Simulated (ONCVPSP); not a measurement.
# technetium, ONCV: configuration errors across variants

ONCVPSP 4.0.1 input, shortened (lines: element, Z, core and valence counts, functional; n l f; lmax; l rc ep ncon nbas qcut; lloc lpopt rc5 dvloc0; l nproj debl; icmod fcfact rcfact), PBE, scalar-relativistic:

```
  Tc 43.00    7    4        4      upf
    1    0    2.00
    2    0    2.00
    2    1    6.00
    3    0    2.00
    3    1    6.00
    3    2   10.00
    4    0    2.00
    4    1    6.00
    4    2    5.00
    5    0    1.00
    5    1    1.00
    2
    0    2.60    0.00    4    7    2.10
    1    1.90    0.00    4    8    9.30
    2    2.10    0.00    4    8    8.00
    4    5    1.20    6.00
    0    1    3.50
    1    2    1.50
    2    2    1.30
    3    1.75    1.25
```

All-electron excitation energies from the reference (eV): (1) 4p6 4d5 5s2 5p0 -3.754; (2) 4p6 4d5 5s1 5p0 4.399; (3) 4p6 4d5 5s0 5p0 19.251; (4) 4p6 4d6 5s0 5p0 2.411.

2 further variants failed, have other tests or too few solved ones, and are left out.

A true bound ghost makes a file unfit for plane-wave use even where its test errors are small: the radial tests pick states by their node count and pass the ghost by.

Errors AE − PS in meV (a dash: test not solved or not reliable):

| change | (1) | (2) | (3) | (4) | bound ghosts | GHOST(+) flags above zero |
| --- | --- | --- | --- | --- | --- | --- |
| base | -3.7 | +0.3 | -3.9 | -32 | s | none |
| all radii but the core radius scaled by about 0.88 (s 2.30, p 1.68, d 1.86 bohr); local potential polynomial inside 1.06 bohr (lpopt 5, dvloc0 6 Ha) | -3.7 | +0.5 | -4.6 | -36 | s | none |
| all radii but the core radius scaled by about 1.12 (s 2.90, p 2.12, d 2.34 bohr); local potential polynomial inside 1.34 bohr (lpopt 5, dvloc0 6 Ha) | -4.2 | -0.2 | -4.0 | -15 | s | none |

(1) Give the same row for: all radii but the core radius scaled by about 1.21 (s 3.14, p 2.30, d 2.54 bohr); local potential polynomial inside 1.46 bohr (lpopt 5, dvloc0 6 Ha).

## Answers

(1) -2.3, +4.8, -6.9, –; bound ghosts: s; GHOST(+) flags above zero: none.
